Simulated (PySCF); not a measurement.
PySCF input (CCSD(T)/cc-pVDZ):

```python
from pyscf import gto, scf, mp, cc as ccmod

mol = gto.M(
    atom='''
    O    -0.72623486   -1.22786515   -0.00080347
    S     0.00000000   -0.00000000   -0.00000000
    O    -0.69887984    1.24210367   -0.06177353
    O     1.42511470   -0.01423852    0.06257700
    ''',
    basis='cc-pvdz',
    charge=1,
    spin=1,
    verbose=4,
)

mf = scf.UHF(mol)
mf.conv_tol = 1e-10
mf.max_cycle = 100
mf.kernel()
mo, _, stable, _ = mf.stability(return_status=True)
if not stable:
    mf.kernel(mf.make_rdm1(mo, mf.mo_occ))
mp2 = mp.MP2(mf, frozen=8).run()
cc = ccmod.CCSD(mf, frozen=8)
cc.max_cycle = 100
cc.kernel()
et = cc.ccsd_t()
print(f'E(CCSD(T)) = {cc.e_tot + et:.9f}')
```

Output:

```
PySCF version 2.14.0

[INPUT] verbose = 4
[INPUT] num. atoms = 4
[INPUT] num. electrons = 39
[INPUT] charge = 1
[INPUT] spin (= nelec alpha-beta = 2S) = 1
[INPUT] symmetry False subgroup None
[INPUT] Mole.unit = angstrom
[INPUT] Symbol           X                Y                Z      unit          X                Y                Z       unit  Magmom
[INPUT]  1 O     -0.726234860000  -1.227865150000  -0.000803470000 AA   -1.372384987512  -2.320328851398  -0.001518338249 Bohr   0.0
[INPUT]  2 S      0.000000000000   0.000000000000   0.000000000000 AA    0.000000000000   0.000000000000   0.000000000000 Bohr   0.0
[INPUT]  3 O     -0.698879840000   1.242103670000  -0.061773530000 AA   -1.320691491580   2.347235754617  -0.116735053448 Bohr   0.0
[INPUT]  4 O      1.425114700000  -0.014238520000   0.062577000000 AA    2.693076479092  -0.026906903219   0.118253391697 Bohr   0.0

nuclear repulsion = 183.56339157338
number of shells = 20
number of NR pGTOs = 119
number of NR cGTOs = 60
basis = cc-pvdz
ecp = {}

******** <class 'pyscf.scf.uhf.UHF'> ********
method = UHF
initial guess = minao
damping factor = 0
level_shift factor = 0
DIIS = <class 'pyscf.scf.diis.CDIIS'>
diis_start_cycle = 1
diis_space = 8
diis_damp = 0
SCF conv_tol = 1e-10
SCF conv_tol_grad = None
SCF max_cycles = 100
direct_scf = True
direct_scf_tol = 1e-13
number electrons alpha = 20  beta = 19
Set gradient conv threshold to 1e-05
init E= -623.37885893053
  alpha nocc = 20  HOMO = -0.438778496427835  LUMO = -0.0455466639255628
  beta  nocc = 19  HOMO = -0.49931802326193  LUMO = -0.438778496427835

WARN: HOMO -0.438778496427835 >= LUMO -0.438778496427835

cycle= 1 E= -621.308790949019  delta_E= 2.07  |g|= 0.66  |ddm|= 1.74
  alpha nocc = 20  HOMO = -0.914581408853332  LUMO = -0.353600529589499
  beta  nocc = 19  HOMO = -0.867254561217258  LUMO = -0.500674424377201
  HOMO = -0.867254561217  LUMO = -0.500674424377  gap/eV = 9.97515
cycle= 2 E= -621.454621357919  delta_E= -0.146  |g|= 0.383  |ddm|= 0.766
  alpha nocc = 20  HOMO = -0.914910724680428  LUMO = -0.264902488007948
  beta  nocc = 19  HOMO = -0.828829563216013  LUMO = -0.475942215518284
  HOMO = -0.828829563216  LUMO = -0.475942215518  gap/eV = 9.60255
cycle= 3 E= -621.512914957999  delta_E= -0.0583  |g|= 0.0773  |ddm|= 0.272
  alpha nocc = 20  HOMO = -0.895161487010608  LUMO = -0.24539672876207
  beta  nocc = 19  HOMO = -0.801916153866852  LUMO = -0.437676771192236
  HOMO = -0.801916153867  LUMO = -0.437676771192  gap/eV = 9.91146
cycle= 4 E= -621.516584041546  delta_E= -0.00367  |g|= 0.0301  |ddm|= 0.06
  alpha nocc = 20  HOMO = -0.901896559589832  LUMO = -0.246265358510664
  beta  nocc = 19  HOMO = -0.799615921386467  LUMO = -0.425307535954695
  HOMO = -0.799615921386  LUMO = -0.425307535955  gap/eV = 10.18545
[...]
  beta  nocc = 19  HOMO = -0.833858552277196  LUMO = -0.371546936020078
  HOMO = -0.833858552277  LUMO = -0.37154693602  gap/eV = 12.58014
Extra cycle  E= -621.534854611467  delta_E= -3.66e-11  |g|= 3.6e-06  |ddm|= 6.13e-06
converged SCF energy = -621.534854611467  <S^2> = 0.77218134  2S+1 = 2.0220597

******** <class 'pyscf.mp.ump2.UMP2'> ********
nocc = (np.int64(12), np.int64(11)), nmo = (52, 52)
frozen orbitals 8
E(UMP2) = -622.210400271309  E_corr = -0.675545659841775
E(SCS-UMP2) = -622.180703663802  E_corr = -0.645849052334831
E_corr(same-spin) = -0.190160468625345
E_corr(oppo-spin) = -0.48538519121643

******** <class 'pyscf.cc.uccsd.UCCSD'> ********
CC2 = 0
CCSD nocc = (np.int64(12), np.int64(11)), nmo = (52, 52)
frozen orbitals 8
max_cycle = 100
direct = 0
conv_tol = 1e-07
conv_tol_normt = 1e-06
diis_space = 6
diis_start_cycle = 0
diis_start_energy_diff = 1e+09
Init t2, MP2 energy = -0.675545681214435
Init E_corr(UCCSD) = -0.675545681228963
cycle = 1  E_corr(UCCSD) = -0.641093675422449  dE = 0.0344520058  norm(t1,t2) = 0.189135
cycle = 2  E_corr(UCCSD) = -0.679466634794421  dE = -0.0383729594  norm(t1,t2) = 0.0763257
cycle = 3  E_corr(UCCSD) = -0.675772704627338  dE = 0.00369393017  norm(t1,t2) = 0.0818561
cycle = 4  E_corr(UCCSD) = -0.684199813572348  dE = -0.00842710895  norm(t1,t2) = 0.0508637
cycle = 5  E_corr(UCCSD) = -0.68717433794509  dE = -0.00297452437  norm(t1,t2) = 0.0388807
cycle = 6  E_corr(UCCSD) = -0.69111485702986  dE = -0.00394051908  norm(t1,t2) = 0.0309266
cycle = 7  E_corr(UCCSD) = -0.691624914372405  dE = -0.000510057343  norm(t1,t2) = 0.014532
cycle = 8  E_corr(UCCSD) = -0.693217799281569  dE = -0.00159288491  norm(t1,t2) = 0.0088047
cycle = 9  E_corr(UCCSD) = -0.693466071220559  dE = -0.000248271939  norm(t1,t2) = 0.00540752
cycle = 10  E_corr(UCCSD) = -0.693657684879868  dE = -0.000191613659  norm(t1,t2) = 0.00187866
cycle = 11  E_corr(UCCSD) = -0.693601461352038  dE = 5.62235278e-05  norm(t1,t2) = 0.000851792
cycle = 12  E_corr(UCCSD) = -0.693540124129757  dE = 6.13372223e-05  norm(t1,t2) = 0.000450876
cycle = 13  E_corr(UCCSD) = -0.693516381855591  dE = 2.37422742e-05  norm(t1,t2) = 0.000180347
cycle = 14  E_corr(UCCSD) = -0.693515174389426  dE = 1.20746617e-06  norm(t1,t2) = 6.91819e-05
cycle = 15  E_corr(UCCSD) = -0.693512250610084  dE = 2.92377934e-06  norm(t1,t2) = 2.97921e-05
cycle = 16  E_corr(UCCSD) = -0.693513406239196  dE = -1.15562911e-06  norm(t1,t2) = 1.35397e-05
cycle = 17  E_corr(UCCSD) = -0.693514057377446  dE = -6.5113825e-07  norm(t1,t2) = 6.35861e-06
cycle = 18  E_corr(UCCSD) = -0.693514286564412  dE = -2.29186966e-07  norm(t1,t2) = 2.65498e-06
cycle = 19  E_corr(UCCSD) = -0.693514421909731  dE = -1.35345319e-07  norm(t1,t2) = 1.4819e-06
cycle = 20  E_corr(UCCSD) = -0.693514449420522  dE = -2.75107912e-08  norm(t1,t2) = 7.9423e-07
UCCSD converged
E(UCCSD) = -622.228369060888  E_corr = -0.6935144494205224
UCCSD(T) correction = -0.0350571195595684
E(CCSD(T)) = -622.263426180
```
